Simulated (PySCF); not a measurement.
**Frontier orbitals and the lowest excitations**

Species: C6H13F.
Z-matrix (Å and degrees, PBE0-D3(BJ)/def2-SVP geometry), rows numbered from 1:
```
C 
C   1  1.5252
C   2  1.5245  1  110.87
C   2  1.5293  1  112.49  3  -124.21
C   4  1.5219  2  115.11  1   -60.98
C   5  1.5100  4  112.98  2  -171.93
F   6  1.3764  5  110.41  4    61.59
H   1  1.1004  2  112.26  3  -174.43
H   1  1.1033  2  110.77  3    65.12
H   1  1.1010  2  111.10  3   -54.25
H   2  1.1066  1  107.80  3   117.78
H   3  1.1029  2  110.82  1   -62.16
H   3  1.1011  2  111.39  1   178.16
H   3  1.1011  2  111.50  1    57.58
H   4  1.1066  2  109.05  1    62.38
H   4  1.1024  2  108.90  1   177.61
H   5  1.1029  4  111.20  2    66.62
H   5  1.1042  4  109.79  2   -50.83
H   6  1.1036  5  111.08  4  -178.40
H   6  1.1050  5  110.92  4   -58.05
```

Computed with TDDFT CAM-B3LYP/def2-SVPD, vertical, gas phase, core orbitals frozen in the response in PySCF 2.14.0, density-fitted response routines.

Kohn–Sham orbitals with the atoms that hold most of them (Löwdin shares over 4%, at most four atoms; ? is withheld):

```csv
orbital,ε (eV),atoms
LUMO+2,1.93,"H15 12%, H18 11%, H11 10%, H20 9%"
LUMO+1,1.73,"C6 15%, C3 14%, H19 11%, H20 7%"
LUMO,?,?
HOMO,-10.32,?
HOMO-1,-10.47,"C2 18%, C4 13%, C3 11%, C5 10%"
HOMO-2,-10.52,"C2 18%, C1 17%, C4 16%, H16 10%"
HOMO-3,-10.93,"F7 17%, C6 16%, C5 12%, H20 10%"
```

(1) Give the leading atoms of the HOMO.

(2) Which atoms hold the LUMO, and with what shares?

(3) What is the LUMO energy, and the HOMO–LUMO gap?

Results:

(1) C2 (bonded to 3 C and H) 19%; C4 (bonded to 2 C and 2 H) 18%; C3 (bonded to C and 3 H) 10%; C6 (bonded to C, F and 2 H) 10%.

(2) C1 (bonded to C and 3 H) 13%; C6 (bonded to C, F and 2 H) 10%; C5 (bonded to 2 C and 2 H) 9%; C3 (bonded to C and 3 H) 8%.

(3) ε(LUMO) = 1.36 eV; the gap is 11.68 eV (0.4294 hartree).

How does S1 compare with the orbital gap of 11.68 eV?

S1 is at 8.85 eV (f = 0.033), 2.83 eV below the gap, made of HOMO→LUMO (81%). Without the coupling terms of the response equations the lowest excitation would equal the gap.

Give energy, strength and leading configuration of S1 and S3, and follow the Löwdin shares of the leading atoms from the occupied to the empty orbital.

- S1 (8.85 eV, f 0.033), HOMO→LUMO (81%): C2 19% → at most 8%, C4 18% → at most 8%, C1 at most 10% → 13%, C6 10% → 10%
- S3 (9.02 eV, f 0.023), HOMO-2→LUMO (81%): C2 18% → at most 8%, C1 17% → 13%, C6 at most 10% → 10%

Löwdin shares depend on the basis, the more so with diffuse functions.

One conformer stands for the species.
